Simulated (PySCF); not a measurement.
GaBr3, SMILES [Br][Ga]([Br])[Br].

Geometry optimised at B3LYP-D3(BJ)/def2-SVP. The isomer is the one that the SMILES or the coordinates give; other isomers of the formula were not compared.

All values below come from TDDFT-M06-2X/def2-SVPD in PySCF.

Vertical excitations; the highest root listed may be one member of a degenerate set. Gas-phase values at a fixed geometry. State labels are in the subgroup C2v.

```tsv
state	symmetry	energy (eV)	λ (nm)	f	main pairs
S1	B1	5.36	231	0.000	HOMO→LUMO 96 %
S2	A2	5.64	220	0.000	HOMO−1→LUMO (degenerate set)
S3	B2	5.64	220	0.000	HOMO−2→LUMO (degenerate set)
S4	A2	5.73	216	0.000	HOMO→LUMO+1 99 %
S5	A1	5.81	214	0.046	HOMO−3→LUMO (degenerate set)
S6	B1	5.81	213	0.046	HOMO−4→LUMO (degenerate set)
S7	B2	6.08	204	0.000	HOMO−3→LUMO+1 (degenerate set)
S8	A2	6.08	204	0.000	HOMO−4→LUMO+1 (degenerate set)
S9	B1	6.38	194	0.080	HOMO−1→LUMO+1 (degenerate set)
S10	A1	6.38	194	0.080	HOMO−2→LUMO+1 (degenerate set)
T1	B1	5.08	244	0	HOMO→LUMO 94 %
T2	A2	5.37	231	0	HOMO−1→LUMO (degenerate set)
T3	B2	5.37	231	0	HOMO−2→LUMO (degenerate set)
T4	A1	5.40	230	0	HOMO−3→LUMO 91 %
```
Triplets are in the Tamm–Dancoff approximation, which puts them higher than full response would, so one can lie above its singlet here.
